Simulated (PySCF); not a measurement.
Molecule: `FC1=C(F)C(F)(F)OC1`, C4H2F4O.

Cartesian coordinates in Å; atom numbers follow the order of the lines, from 1:
```xyz
11

F     2.3303   -0.5492    0.4919
C     1.0728   -0.2368    0.2265
C     0.5027    0.9614    0.1600
F     1.0210    2.1669    0.3376
C    -0.9596    0.7598   -0.1792
F    -1.7887    1.2775    0.7587
F    -1.3181    1.3839   -1.3271
O    -1.1463   -0.5852   -0.2897
C     0.0610   -1.3032   -0.0549
H    -0.0805   -1.9804    0.7950
H     0.3107   -1.8920   -0.9448
```

Frames of a GFN2-xTB Langevin trajectory at 200 K; GIAO PBE0/pcSseg-1 shieldings in PySCF 2.14, gas phase, non-relativistic; equivalent atoms averaged within each frame.

Referencing at the same level of theory: ¹⁹F (σref 170.95) vs CFCl3; TMS for ¹³C (σref 186.93) and ¹H (σref 31.72); ¹⁷O (σref 336.08) vs H2O. The references are static minima.

Question: How do the shifts (ppm) fluctuate along the trajectory?

Answer: 
```
         time (fs)  F6/F7      F1      F4     C2     C3     C5    C9     O8  H10/H11
               250  -74.8  -157.3  -173.2  152.1  138.0  133.9  70.6  110.0     5.13
               425  -74.2  -156.8  -171.9  155.6  141.5  130.0  66.4  108.7     5.36
               625  -91.5  -152.4  -170.7  155.7  148.5  130.0  65.8  110.4     4.71
               800  -75.2  -142.5  -166.5  153.6  140.9  134.4  70.9  107.4     5.33
              1000  -85.7  -162.5  -173.7  152.6  144.4  130.2  66.5   90.7     5.04
    mean of frames  -80.2  -154.3  -171.2  153.9  142.6  131.7  68.0  105.5     5.12
standard deviation    7.9     7.5     2.9    1.7    4.0    2.2   2.5    8.3     0.26
```

5 frames give an uncertainty of the mean of about the standard deviation over 2.2 at best, since frames this close in time may not be independent; classical motion lacks zero-point vibration, and the reference would need the same averaging.
